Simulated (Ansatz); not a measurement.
Cd₂TeF₂, relaxed as a singlet with RKS r2SCAN-D4/def2-SVP in Ansatz, starting from the GFN1-xTB geometry. Force threshold 0.02 eV/Å.

In the def2 sets Cd, Te take a core potential; there is no spin–orbit coupling. The structure comes from a short search, and lower isomers may exist.

Start:

```xyz
5

Cd    0.7042    0.9106    1.0240
Cd   -0.6176   -0.8604   -1.2241
Te   -1.1836   -0.8688    1.3232
F     0.7494   -1.9767   -1.9955
F     0.3476    2.7954    0.8725
```

Estimate the energy that the relaxation releases and the steps that it takes.

1.39 eV, in 7 steps; 15 s on 4 threads of Arm Neoverse V2 on a shared host. No frequencies were taken in this run, so the end may be a saddle point.

Does the start keep its bonding?

By distances, no bond broke or formed. The bond that changes most is Cd1–F5, from 1.92 to 1.94 Å (atoms count from 1).

Predict the relaxed structure.


```xyz
5

Cd   -0.028    1.358    1.159
Cd   -0.195   -1.520   -0.916
Te   -1.272   -0.925    1.385
F     0.599   -1.968   -2.628
F     0.897    3.055    1.000
```
Bond lengths (bridged metal pairs left out): 2 × Cd–Te 2.61 Å; 2 × Cd–F 1.94 Å.
